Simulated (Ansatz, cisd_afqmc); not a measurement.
System: N, charge 0, quartet.

Total energies in cc-pVQZ-DK, 5 correlated electrons, 1 frozen orbitals. Radicals and triplets start from unrestricted determinants; spin-orbit coupling is neglected. The -DK rows use spin-free X2C. The Monte Carlo rows (phaseless AFQMC, CISD trial, step 0.005/hartree) carry one-sigma bars that omit the constraint's bias. Outlying blocks are dropped, and bars are widened where a walk drifts. Over all cases where full CI ran beside it in this data, AFQMC minus full CI had a median of +0.1 mEh and passed +0.4 mEh in a tenth of the cases. Full CI freezes restricted core orbitals and the other rows unrestricted ones, which leaves a small offset even where coupled cluster is exact.

| method | program | energy (Eh) | error against FCI (mEh) |
|---|---|---|---|
| HF | Ansatz | -54.43297 | 121.34 |
| MP2 | Ansatz | -54.53690 | 17.41 |
| CCSD | Ansatz | -54.55131 | 3.00 |
| CCSD(T) | Ansatz | -54.55412 | 0.19 |
| CCSDT(Q) | Ansatz | -54.55451 | -0.20 |
| CCSDTQ | Ansatz | -54.55451 | -0.20 |
| AFQMC/CISD | cisd_afqmc | -54.5544 ± 0.0001 | -0.1 ± 0.1 |
| FCI | Ansatz | -54.55431 | 0.00 |

Ansatz is a first-principles code.
